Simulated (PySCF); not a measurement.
C₂H₆N₂Si, SMILES C#C[SiH](N)N.

Geometry optimised at PBE-D3(BJ)/def2-SVP. This is a generated structure with no PubChem entry under its InChIKey; it may be hypothetical. One conformer was computed; it need not be the lowest.

Method: PySCF with PBE-D3(BJ)/def2-SVP.

Frequencies are harmonic and unscaled.

Computed harmonic wavenumbers and intensities:
| mode | ν (cm⁻¹) | IR (km/mol) | moving atoms (share of kinetic energy) |
|---|---|---|---|
| 1 | 123 | 1.1 | N 35 %, C 33 %, H 25 % |
| 2 | 157 | 1.5 | C 42 %, H 26 %, N 21 %, Si 11 % |
| 3 | 211 | 2.8 | H 47 %, N 34 %, C 10 %, Si 9 % |
| 4 | 250 | 14.3 | H 92 % |
| 5 | 329 | 65.0 | C 52 %, H 38 % |
| 6 | 363 | 3.1 | C 41 %, H 38 %, Si 11 %, N 10 % |
| 7 | 371 | 35.7 | H 66 %, N 18 %, C 13 % |
| 8 | 402 | 146.5 | H 57 %, N 24 %, C 10 %, Si 9 % |
| 9 | 442 | 195.0 | H 65 %, N 28 % |
| 10 | 582 | 56.1 | C 50 %, Si 32 %, H 12 % |
| 11 | 688 | 29.0 | H 76 %, C 24 % |
| 12 | 696 | 26.3 | H 76 %, C 24 % |
| 13 | 732 | 41.1 | H 83 %, N 13 % |
| 14 | 756 | 13.2 | H 85 %, N 10 % |
| 15 | 793 | 25.7 | N 49 %, H 34 %, Si 17 % |
| 16 | 870 | 44.5 | H 40 %, N 35 %, Si 24 % |
| 17 | 871 | 231.5 | H 59 %, Si 23 %, N 17 % |
| 18 | 931 | 196.2 | H 59 %, Si 26 %, N 15 % |
| 19 | 1480 | 70.8 | H 89 %, N 11 % |
| 20 | 1487 | 24.8 | H 89 %, N 10 % |
| 21 | 2077 | 25.1 | C 90 %, H 9 % |
| 22 | 2138 | 164.3 | H 97 % |
| 23 | 3389 | 43.2 | H 86 %, C 14 % |
| 24 | 3486 | 18.7 | H 96 % |
| 25 | 3493 | 24.3 | H 96 % |
| 26 | 3586 | 20.5 | H 91 %, N 9 % |
| 27 | 3596 | 22.7 | H 91 %, N 9 % |
